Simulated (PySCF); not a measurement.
Diatomics of Cl with the fourth-period p block

CCSD(T) with double-zeta basis sets in PySCF, for the lowest determinant that a PBE0 search found; no spin–orbit coupling. De refers to high-spin ground-configuration atoms.

| M | basis | reference, frozen orbitals | state (unpaired electrons) | Re (Å) | ωe (cm⁻¹) | De (eV) |
| --- | --- | --- | --- | --- | --- | --- |
| Ga | cc-pVDZ-PP/cc-pV(D+d)Z | RHF, 9 | singlet (closed shell) | 2.241 | 365 | 4.39 |
| Ge | cc-pVDZ-PP/cc-pV(D+d)Z | UHF, 9 | doublet (π ↑) | 2.203 | 400 | 3.51 |
| Se | x2c-SVPall | UHF, 14 | doublet (π ↑) | 2.176 | 413 | 2.07 |
| Br | cc-pVDZ-PP/cc-pV(D+d)Z | RHF, 9 | singlet (closed shell) | 2.189 | 409 | 1.78 |

The shortest bond is that of SeCl (2.176 Å), the longest that of GaCl (2.241 Å). GaCl is bound most strongly (4.39 eV) and BrCl least (1.78 eV).

The rows differ in basis set, which adds steps of its own.

The state changes along the series, so neighbouring rows are not always alike in their bonding.

Correlated steps freeze the inner cores (9 to 14 orbitals); shallow outer-core shells are correlated. Correlated levels converge slowly with the basis: in double zeta they bind strong bonds too weakly, by up to about 1 eV, and carry superposition errors of some tenths. Where the molecule has an RHF reference, its open-shell atoms are computed with UHF. States were picked by a PBE0 search and need not be the measured ground states.
